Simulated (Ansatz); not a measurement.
Consider the formal exchange of groups at a C–C bond: `O=CC([SiH3])=S` + `[NH2][GeH3]` → `[NH2][GeH2][CH]=O` + `[SiH3]C=S`.

Calculated with Ansatz (gas phase, PBE0-D4/def2-TZVP geometries, no zero-point term in ΔE). CBS: MP2 limit from def2 TZ/QZ plus the TZ coupled-cluster correction, frozen cores. DFT in def2-TZVPP. For Ge outer-core shells are correlated without core-valence functions, which leaves a few kJ/mol of doubt a bond. Scalar relativity is left out up to krypton. Each species was taken in one conformer, which may not be the lowest.

```
             level  ΔE (kcal/mol)
           ωB97X-V            7.2
            B2PLYP            7.1
               PBE            6.8
     HF/def2-TZVPP            6.5
SCS-MP2/def2-TZVPP            8.1
CCSD(T)/def2-TZVPP            7.4
    MP2/def2-QZVPP            8.6
SCS-MP2/def2-QZVPP            7.9
```

What does CCSD(T)/CBS give? (An estimate is asked.)

Computed: +7.1 kcal/mol. The listed levels differ from it by 0.1, 0.0, -0.3, -0.6, 1.0, 0.3, 1.5, 0.8 kcal/mol.

Largest T1 diagnostic among the species: 0.016.

In def2-TZVPP, CCSD(T) changes the Hartree–Fock value by +0.9 kcal/mol (the triples alone add +0.7 kcal/mol) and MP2 by +2.3 kcal/mol. The D4 term adds +1.1 kcal/mol with B3LYP and +0.6 kcal/mol with PBE0; it sums over pairs of atoms, weighted by their polarisabilities, and B3LYP, whose exchange is more repulsive, gets the larger term.

B3LYP here is the variant with VWN-RPA as its local correlation; programs differ in this.
